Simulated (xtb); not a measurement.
C$_{2}$H$_{9}$AlOSi, charge -1, doublet, from a rough starting geometry (GFN-xTB shapes and energies of metal compounds can be far from the true ones) (a state made from the parent by changing its charge; the spin is typed, not shown lowest); GFN2-xTB in xtb 6.7.1.

xtb was given this input:
```
$ xtb mol.xyz --gfn 2 --chrg -1 --uhf 1 --opt vtight --json

# file mol.xyz
14

Al     0.09317627     0.50977076     0.29511101
C      1.65075582     1.64793937    -0.29467225
H      2.57844680     1.20440620    -0.04179138
H      1.56820591     2.62784801     0.24333539
H      1.55059081     1.85714930    -1.36571518
C     -1.12518242     0.74293528     1.81574588
H     -1.82613818    -0.07867853     1.94744175
H     -1.77457448     1.65813588     1.65615200
H     -0.63449296     0.99848929     2.81397466
O     -0.16503922    -0.92411767    -0.60880222
Si    -0.46257051    -2.29645821    -1.41780522
H     -1.71345884    -2.84056790    -0.94410280
H      0.70174437    -3.15838538    -1.20003614
H     -0.56970236    -1.92806008    -2.84298250
```

The log (banner, timings and long lists left out):

```
   ID    Z sym.   atoms
    1   13 Al     1
    2    6 C      2, 6
    3    1 H      3-5, 7-9, 12-14
    4    8 O      10
    5   14 Si     11

           -------------------------------------------------
          |                Calculation Setup                |
           -------------------------------------------------

           -------------------------------------------------
          |                 G F N 2 - x T B                 |
           -------------------------------------------------

          ...................................................
          :                      SETUP                      :
          :.................................................:
          :  # basis functions                  41          :
          :  # atomic orbitals                  39          :
          :  # shells                           21          :
          :  # electrons                        31          :
          :  max. iterations                   250          :
          :  Hamiltonian                  GFN2-xTB          :
          :  restarted?                      false          :
          :  GBSA solvation                  false          :
          :  PC potential                    false          :
          :  electronic temp.          300.0000000     K    :
          :  accuracy                    1.0000000          :
          :  -> integral cutoff          0.2500000E+02      :
          :  -> integral neglect         0.1000000E-07      :
          :  -> SCF convergence          0.1000000E-05 Eh   :
          :  -> wf. convergence          0.1000000E-03 e    :
          :  Broyden damping             0.4000000          :
          :  net charge                         -1          :
          :  unpaired electrons                  1          :
          ...................................................

 iter      E             dE          RMSdq      gap      omega  full diag
   1    -15.9391661 -0.159392E+02  0.802E+00    0.53       0.0  T
   2    -15.8567290  0.824371E-01  0.784E+00    0.51       1.0  T
   3    -16.0715095 -0.214780E+00  0.539E+00    1.27       1.0  T
   4    -16.0728291 -0.131960E-02  0.466E+00    1.56       1.0  T
   5    -16.0913224 -0.184933E-01  0.353E+00    1.71       1.0  T
   6    -16.1015850 -0.102626E-01  0.293E+00    1.64       1.0  T
   7    -16.1073833 -0.579837E-02  0.198E+00    1.39       1.0  T
   8    -16.1104822 -0.309888E-02  0.136E+00    1.31       1.0  T
   9    -16.1130951 -0.261290E-02  0.441E-01    1.17       1.0  T
  10    -16.1132618 -0.166729E-03  0.242E-01    1.16       1.0  T
  11    -16.1133476 -0.857230E-04  0.973E-02    1.15       1.0  T
  12    -16.1133596 -0.119814E-04  0.219E-02    1.14       1.2  T
  13    -16.1133603 -0.749204E-06  0.145E-02    1.14       1.8  T
  14    -16.1133604 -0.121079E-06  0.660E-03    1.14       4.1  T
  15    -16.1133605 -0.410038E-07  0.477E-03    1.14       5.6  T
  16    -16.1133605 -0.150690E-07  0.310E-03    1.14       8.6  T
  17    -16.1133605 -0.120998E-07  0.788E-04    1.14      33.9  T
  18    -16.1133605 -0.278479E-09  0.596E-04    1.14      44.8  T

   *** convergence criteria satisfied after 18 iterations ***

         :::::::::::::::::::::::::::::::::::::::::::::::::::::
         ::                     SUMMARY                     ::
         :::::::::::::::::::::::::::::::::::::::::::::::::::::
         :: total energy             -15.949128487923 Eh    ::
         :: gradient norm              0.078739902597 Eh/a0 ::
         :: HOMO-LUMO gap              1.140730883430 eV    ::
         ::.................................................::
         :: SCC energy               -16.113336951987 Eh    ::
         :: -> isotropic ES            0.150721407648 Eh    ::
         :: -> anisotropic ES          0.014489304998 Eh    ::
         :: -> anisotropic XC          0.005002215846 Eh    ::
         :: -> dispersion             -0.008527537550 Eh    ::
         :: repulsion energy           0.164208464065 Eh    ::
         :: add. restraining           0.000000000000 Eh    ::
         :: total charge              -1.000000000000 e     ::
         :::::::::::::::::::::::::::::::::::::::::::::::::::::

      -----------------------------------------------------------
     |                   =====================                   |
     |                        A N C O P T                        |
     |                   =====================                   |
     |               Approximate Normal Coordinate               |
     |                Rational Function Optimizer                |
      -----------------------------------------------------------
      -----------------------------------------------------------
     |                   =====================                   |
     |                        A N C O P T                        |
     |                   =====================                   |
     |               Approximate Normal Coordinate               |
     |                Rational Function Optimizer                |
      -----------------------------------------------------------

          ...................................................
          :                      SETUP                      :
          :.................................................:
          :   optimization level         verytight          :
          :   max. optcycles                   280          :
          :   ANC micro-cycles                  20          :
          :   degrees of freedom                36          :
          :.................................................:
          :   RF solver                   davidson          :
          :   write xtbopt.log                true          :
          :   linear?                        false          :
          :   energy convergence         0.1000000E-06 Eh   :
          :   grad. convergence          0.2000000E-03 Eh/α :
[...]
 * total energy  :   -15.9675236 Eh     change       -0.1009529E-06 Eh
 * total energy  :   -15.9675237 Eh     change       -0.1009027E-06 Eh
 * total energy  :   -15.9675238 Eh     change       -0.1007298E-06 Eh
 * total energy  :   -15.9675239 Eh     change       -0.1006541E-06 Eh
 * total energy  :   -15.9675240 Eh     change       -0.1004997E-06 Eh
 * total energy  :   -15.9675241 Eh     change       -0.1004326E-06 Eh
 * total energy  :   -15.9675242 Eh     change       -0.1003050E-06 Eh
 * total energy  :   -15.9675243 Eh     change       -0.1002426E-06 Eh
 * total energy  :   -15.9675244 Eh     change       -0.1001462E-06 Eh
 * total energy  :   -15.9675245 Eh     change       -0.1000927E-06 Eh
 * total energy  :   -15.9675246 Eh     change       -0.1000316E-06 Eh
 * total energy  :   -15.9675247 Eh     change       -0.9996836E-07 Eh
   *** GEOMETRY OPTIMIZATION CONVERGED AFTER 218 ITERATIONS ***
         :: total energy             -15.967524707255 Eh    ::
[...]
         :: repulsion energy           0.153957552146 Eh    ::
         :: add. restraining           0.000000000000 Eh    ::
         :: total charge              -1.000000000000 e     ::
         :::::::::::::::::::::::::::::::::::::::::::::::::::::

           -------------------------------------------------
          |                Property Printout                |
           -------------------------------------------------

    * Orbital Energies and Occupations

         #    Occupation            Energy/Eh            Energy/eV
      -------------------------------------------------------------
         1        2.0000           -0.5613926             -15.2763
       ...           ...                  ...                  ...
         4        2.0000           -0.3822261             -10.4009
         5        2.0000           -0.3135884              -8.5332
         6        2.0000           -0.2917297              -7.9384
         7        2.0000           -0.2910968              -7.9211
         8        2.0000           -0.2794130              -7.6032
         9        2.0000           -0.2767106              -7.5297
        10        2.0000           -0.2750598              -7.4848
        11        2.0000           -0.2729112              -7.4263
        12        2.0000           -0.2490387              -6.7767
        13        2.0000           -0.2481395              -6.7522
        14        2.0000           -0.2213809              -6.0241
        15        2.0000           -0.1705169              -4.6400
        16        1.0000           -0.0522636              -1.4222 (HOMO)
        17                          0.0048430               0.1318 (LUMO)
        18                          0.0154827               0.4213
        19                          0.0172042               0.4681
        20                          0.0789181               2.1475
        21                          0.1007826               2.7424
        22                          0.1235376               3.3616
        23                          0.1557096               4.2371
        24                          0.1776349               4.8337
        25                          0.2400393               6.5318
        26                          0.2546201               6.9286
        27                          0.2928898               7.9699
       ...                                ...                  ...
        39                          1.0928905              29.7391
      -------------------------------------------------------------
                  HL-Gap            0.0571066 Eh            1.5539 eV
             Fermi-level           -0.0675503 Eh           -1.8381 eV

     #   Z          covCN         q      C6AA      α(0)
     1  13 Al       2.396     0.111   106.424    21.541
     2   6 C        3.585    -0.192    25.079     7.264
     3   1 H        0.923    -0.027     3.575     2.957
     4   1 H        0.923    -0.048     4.031     3.140
     5   1 H        0.923    -0.042     3.890     3.084
     6   6 C        3.585    -0.192    25.080     7.264
     7   1 H        0.923    -0.041     3.886     3.083
     8   1 H        0.923    -0.048     4.033     3.140
     9   1 H        0.923    -0.027     3.570     2.955
    10   8 O        1.501    -0.446    21.891     6.309
    11  14 Si       3.547     0.470    99.847    19.251
    12   1 H        0.914    -0.173     8.985     4.688
    13   1 H        0.915    -0.170     8.770     4.632
    14   1 H        0.913    -0.177     9.229     4.752

 Mol. C6AA /au·bohr⁶  :       3032.485669
 Mol. C8AA /au·bohr⁸  :     107607.717572
 Mol. α(0) /au        :         94.061791

Wiberg/Mayer (AO) data.
largest (>0.10) Wiberg bond orders for each atom

 ---------------------------------------------------------------------------
     #   Z sym  total        # sym  WBO       # sym  WBO       # sym  WBO
 ---------------------------------------------------------------------------
     1  13 Al   3.033 --    10 O    0.914     6 C    0.871     2 C    0.871
                            11 Si   0.140
     2   6 C    3.804 --     4 H    0.963     5 H    0.958     3 H    0.950
                             1 Al   0.871
     3   1 H    0.999 --     2 C    0.950
     4   1 H    0.996 --     2 C    0.963
     5   1 H    0.998 --     2 C    0.958
     6   6 C    3.804 --     8 H    0.963     7 H    0.958     9 H    0.950
                             1 Al   0.871
     7   1 H    0.998 --     6 C    0.958
     8   1 H    0.996 --     6 C    0.963
     9   1 H    0.999 --     6 C    0.950
    10   8 O    2.370 --    11 Si   1.346     1 Al   0.914
    11  14 Si   4.121 --    10 O    1.346    13 H    0.874    12 H    0.873
                            14 H    0.872     1 Al   0.140
    12   1 H    0.970 --    11 Si   0.873
    13   1 H    0.971 --    11 Si   0.874
    14   1 H    0.968 --    11 Si   0.872
 ---------------------------------------------------------------------------

Topologies differ in total number of bonds
Writing topology from bond orders to xtbtopo.mol

molecular dipole:
                 x           y           z       tot (Debye)
 q only:        0.080       0.009       0.075
   full:        0.418       0.064       0.512       1.688
molecular quadrupole (traceless):
                xx          xy          yy          xz          yz          zz
 q only:        3.812      -4.164      -4.876       3.607      -6.865       1.064
  q+dip:        5.108      -1.922      -7.484       1.630      -6.665       2.375
   full:        4.398      -1.804      -6.137       1.042      -5.881       1.739

optimized geometry written to: xtbopt.xyz

           -------------------------------------------------
          | TOTAL ENERGY              -15.967524707255 Eh   |
          | GRADIENT NORM               0.000027867942 Eh/α |
          | HOMO-LUMO GAP               1.553949852647 eV   |
           -------------------------------------------------
```
